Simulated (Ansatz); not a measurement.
Sn4Te3. Charge 0, multiplicity 1. Geometry r2SCAN-D4/def2-SVP.

Cartesian coordinates in Å:
```
Sn -0.9022 -1.6516 0.9705
Sn 1.2815 1.5361 -0.6057
Sn -1.8090 1.6687 -0.7963
Sn 2.6159 -1.0513 -0.9577
Te 1.6482 -0.2950 1.6769
Te -2.5976 0.5426 1.6043
Te -0.2368 -0.7497 -1.8920
```

In the def2 sets Sn, Te take a core potential; there is no spin–orbit coupling. The restricted singlet is unstable towards broken spin symmetry in Hartree–Fock (as tested in another run); at LDA (SPW92)/def2-TZVP, PBE-D4/def2-TZVP, r2SCAN-D4/def2-TZVP, PBE0-D4/def2-TZVP this wasn't settled. Another isomer (singlet) lies 0.86 eV lower at PBE0-D4/def2-TZVP; other spin states weren't run for this one.

**Question.** Estimate the orbital energies around the gap (eV) in Ansatz with LDA (SPW92)/def2-TZVP, PBE-D4/def2-TZVP, r2SCAN-D4/def2-TZVP, PBE0-D4/def2-TZVP.

**Answer.** 
```json
{"orbital": "HOMO−5", "LDA (SPW92)/def2-TZVP": "-6.28", "PBE-D4/def2-TZVP": "-6.07", "r2SCAN-D4/def2-TZVP": "-6.34", "PBE0-D4/def2-TZVP": "-6.98"}
{"orbital": "HOMO−4", "LDA (SPW92)/def2-TZVP": "-6.21", "PBE-D4/def2-TZVP": "-6.00", "r2SCAN-D4/def2-TZVP": "-6.28", "PBE0-D4/def2-TZVP": "-6.86"}
{"orbital": "HOMO−3", "LDA (SPW92)/def2-TZVP": "-5.96", "PBE-D4/def2-TZVP": "-5.75", "r2SCAN-D4/def2-TZVP": "-6.00", "PBE0-D4/def2-TZVP": "-6.59"}
{"orbital": "HOMO−2", "LDA (SPW92)/def2-TZVP": "-5.71", "PBE-D4/def2-TZVP": "-5.51", "r2SCAN-D4/def2-TZVP": "-5.76", "PBE0-D4/def2-TZVP": "-6.33"}
{"orbital": "HOMO−1", "LDA (SPW92)/def2-TZVP": "-5.36", "PBE-D4/def2-TZVP": "-5.16", "r2SCAN-D4/def2-TZVP": "-5.38", "PBE0-D4/def2-TZVP": "-5.94"}
{"orbital": "HOMO", "LDA (SPW92)/def2-TZVP": "-4.89", "PBE-D4/def2-TZVP": "-4.69", "r2SCAN-D4/def2-TZVP": "-4.90", "PBE0-D4/def2-TZVP": "-5.41"}
{"orbital": "LUMO", "LDA (SPW92)/def2-TZVP": "-3.66", "PBE-D4/def2-TZVP": "-3.42", "r2SCAN-D4/def2-TZVP": "-3.46", "PBE0-D4/def2-TZVP": "-2.97"}
{"orbital": "LUMO+1", "LDA (SPW92)/def2-TZVP": "-3.17", "PBE-D4/def2-TZVP": "-2.93", "r2SCAN-D4/def2-TZVP": "-2.89", "PBE0-D4/def2-TZVP": "-2.38"}
{"orbital": "LUMO+2", "LDA (SPW92)/def2-TZVP": "-3.13", "PBE-D4/def2-TZVP": "-2.86", "r2SCAN-D4/def2-TZVP": "-2.76", "PBE0-D4/def2-TZVP": "-2.26"}
{"orbital": "LUMO+3", "LDA (SPW92)/def2-TZVP": "-2.59", "PBE-D4/def2-TZVP": "-2.35", "r2SCAN-D4/def2-TZVP": "-2.26", "PBE0-D4/def2-TZVP": "-1.75"}
{"orbital": "LUMO+4", "LDA (SPW92)/def2-TZVP": "-2.18", "PBE-D4/def2-TZVP": "-1.94", "r2SCAN-D4/def2-TZVP": "-1.83", "PBE0-D4/def2-TZVP": "-1.32"}
{"orbital": "LUMO+5", "LDA (SPW92)/def2-TZVP": "-2.00", "PBE-D4/def2-TZVP": "-1.76", "r2SCAN-D4/def2-TZVP": "-1.60", "PBE0-D4/def2-TZVP": "-1.15"}
```
